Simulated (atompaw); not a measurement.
# LDA (PW92) PAW (atompaw) dataset for Cl, scalar-relativistic all-electron reference.

atompaw 4.2.0.5 input, output lines left out:

```
Cl 17
LDA-PW scalarrelativistic loggrid 1500 logderivrange -4 5 226
3 3 0 0 0 0
3 1 5
0 0 0
c
c
v
c
v
1
1.15 0.90 1.05 0.95
y
-0.15
n
y
1.65
n
custom rrkj gramschmidtortho sinc
bessel
1.15
1.15
1.15
1.15
```

Poles of the logarithmic derivatives, all-electron (AE) and pseudo (PS). s: poles at no energy (AE) and no energy (PS) Ry. p: poles at no energy (AE) and no energy (PS) Ry. Test radius 1.15 bohr.

* Cutoffs needed: 30 Ry and 70 Ry (the cutoffs (Ry, on a coarse ladder) from which the occupation-weighted sum of valence levels, in a spherical-Bessel basis at the reference potential, stays within 10 and 1 mRy of its value at 400 Ry)
* Ghost test: no extra level below or beside the all-electron valence levels (s, p, d, f tested) (spherical-Bessel basis up to 400 Ry, 20 bohr box)
* Lowest eigenvalue of the overlap operator: 0.53 (s channel)
* Overlap eigenvalues printed by atompaw (projector basis): 2.27, 2.81, 5.21, 7.19
* Share of each valence orbital outside the PAW sphere: 3s 73 %, 3p 82 %
